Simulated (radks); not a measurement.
Excited configurations of Dy II: one electron is placed in a higher orbital outside [Xe] 4f10. The ground configuration is [Xe] 4f10 6s1. Method: Dirac Kohn-Sham, PBE, spin-unpolarised, spherical densities, point nucleus; open shells fill j = l - 1/2 first; computed with a radial shooting solver on a logarithmic mesh with Libxc functionals. Excitation = E - E(ground); binding = E(ion) - E, where the ion is the core of charge +2; n* = 2/sqrt(2 binding) in atomic units, and the quantum defect is n - n*.

outer orbital  excitation (eV)  binding (eV)     n*  eigenvalue (eV)  <r> (bohr)
5d3/2                    2.009         9.654  2.374           -5.904       2.937
6p1/2                    3.169         8.494  2.531           -6.317       4.593
6d3/2                    6.941         4.722  3.395           -3.535       7.501
7s1/2                    6.110         5.553  3.131           -4.394       7.655
7p1/2                    7.161         4.502  3.477           -3.520       9.015
7d3/2                    8.757         2.906  4.327           -2.268       13.18
7f5/2                    9.980         1.683  5.686           -1.322       22.36

The Delta-SCF ionisation energy is 11.663 eV (NIST Atomic Spectra Database: 11.65 eV, semi-empirical). Self-interaction in the functional shifts the binding energies and quantum defects, so they are the method's values and not measured ones. Spin polarisation and multiplet splitting are left out, so open shells lie too high by an amount that depends on their filling.

Beside tabulated values, note that spin-unpolarised runs miss the spin-polarisation part of the exchange energy of open shells.
